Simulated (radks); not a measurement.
The mean radii <r> (bohr) of the occupied orbitals of an atom or ion are listed with their occupations. All-electron calculation, scalar-relativistic Kohn-Sham, PBE, spin-polarised, spherical densities, finite nucleus; Fermi nuclear charge, rms radius of each element as measured or else 0.836 A^(1/3) + 0.57 fm. Program: a radial shooting solver on a logarithmic mesh with Libxc functionals.

| orbital | occ. | <r> |
|---|---|---|
| 1s up | 1 | 0.02972 |
| 1s down | 1 | 0.02972 |
| 2s up | 1 | 0.1276 |
| 2s down | 1 | 0.1275 |
| 2p up | 3 | 0.1113 |
| 2p down | 3 | 0.1112 |
| 3s up | 1 | 0.3220 |
| 3s down | 1 | 0.3225 |
| 3p up | 3 | 0.3145 |
| 3p down | 3 | 0.3152 |
| 3d up | 2 | 0.2813 |

Name the element and its charge. Open shells, if any, are filled with parallel spins first.

Answer. Z = 49, indium, charge +29: In29+ in [Ar] 3d2. The 1s radius gives Z: for a bare nucleus <r> = (2 gamma + 1)/(2Z) with gamma = sqrt(1 - (Z/c)^2), 0.02926 bohr for Z = 49, and screening makes it slightly larger (0.02972 here). The occupations add up to 20, and the charge is Z minus that.
